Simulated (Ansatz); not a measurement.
The cluster Hg₂O₂ was relaxed with PBE0-D4 (def2-TZVP) in Ansatz in these states: neutral quintet, neutral triplet. The geometries follow in no particular order.

In the def2 sets Hg takes a core potential; there is no spin–orbit coupling.

A:

```
atom   x (Å)   y (Å)   z (Å)
 Hg1  -3.630   0.705  -0.350
 Hg2   3.569   0.537   0.877
  O3   0.050  -1.186  -0.453
  O4   0.011  -0.056  -0.074
```

B:

```xyz
4

Hg    0.1143    0.3576    1.8540
Hg   -0.2958   -0.1798   -2.0259
O     1.0159   -1.1355    0.4353
O    -0.8344    0.9578   -0.2634
```

Question: Judge from the bond lengths which geometry belongs to which state (an estimate).

Answer: A is the neutral triplet (Hg1–O3 4.139 Å, Hg2–O4 3.730 Å, Hg1–O4 3.730 Å); B is the neutral quintet (Hg1–O3 2.248 Å, Hg2–O4 2.166 Å, Hg1–O4 2.397 Å).

At PBE0-D4/def2-TZVP a triplet lies 4.36 eV below the neutral quintet. These are the stationary points nearest to one start from a short search; other shapes may lie lower in each state. The neutral triplet has come apart into loosely held pieces.
